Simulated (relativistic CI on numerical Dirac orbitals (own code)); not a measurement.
Hyperfine structure of Zr XVI, mass number 91

Computed by Dirac-Coulomb-Breit CI, KLI orbitals optimised for each configuration, model QED, unscaled Slater integrals (own radial code, finite nucleus).

Configuration list (outside the closed core [Ne]): 3s2 3p6 3d7, 3s2 3p5 3d8, 3s2 3p4 3d9, 3s 3p6 3d8, 3p6 3d9, 3s2 3p6 3d6 4s, 3s2 3p6 3d6 4p, 3s 3p5 3d9, 3s2 3p6 3d6 4d, 3s2 3p6 3d5 4s2, 3s2 3p6 3d6 4f, 3s2 3p6 3d5 4s 4p, 3s2 3p5 3d7 4s, 3s2 3p6 3d6 5s, 3s2 3p4 3d8 4s, 3s2 3p6 3d5 4p2. Levels of other configurations are missing.

Nuclear spin I = 5/2, μ = -1.3022 μN, Q = -0.176 b (tables of Stone and Pyykkö). The electronic factors are computed for point nuclear moments, without core polarisation or the Bohr-Weisskopf and QED corrections.

| Level | E (cm⁻¹) | A (MHz) | B (MHz) |
| --- | --- | --- | --- |
| 3s2 3p6 3d7 4F_9/2 | 0.0 | -1721 | -563 |
| 3s2 3p6 3d7 4F_7/2 | 15879.3 | -1890 | -415 |
| 3s2 3p6 3d7 4F_5/2 | 23884.1 | -2197 | -364 |
| 3s2 3p6 3d7 4F_3/2 | 28509.9 | -3451 | -225 |
| 3s2 3p6 3d7 4P_5/2 | 54395.0 | -975.3 | 824 |
| 3s2 3p6 3d7 2G_9/2 | 56835.1 | -2214 | 495 |
| 3s2 3p6 3d7 4P_1/2 | 61936.2 | 1360 |  |
| 3s2 3p6 3d7 2G_7/2 | 70950.8 | -2974 | 375 |

Levels with J = 0, under 50 % of one LS term, or S terms without an open s electron are left out. Small factors come from cancelling terms and can be off by tens of per cent or more.

At this charge energies of transitions that change n are usually good to better than 1 %, and those within a shell (Δn = 0) to a few per cent. Terms inside the open d or f shell come out 10 to 20 % too wide with unscaled integrals.

Q: Give the hyperfine levels of 3s2 3p6 3d7 4F_9/2 relative to its centre of gravity.

A: With K = F(F + 1) − I(I + 1) − J(J + 1), E = AK/2 + B[¾K(K + 1) − I(I + 1)J(J + 1)]/[2I(2I − 1)J(2J − 1)]: F = 2: 23400, F = 3: 18410, F = 4: 11690, F = 5: 3176, F = 6: -7192, F = 7: -19500 MHz.

LS names give the leading component of a level, which can be under half, so a name can repeat, a term be missing and a line seem to break the LS rules.
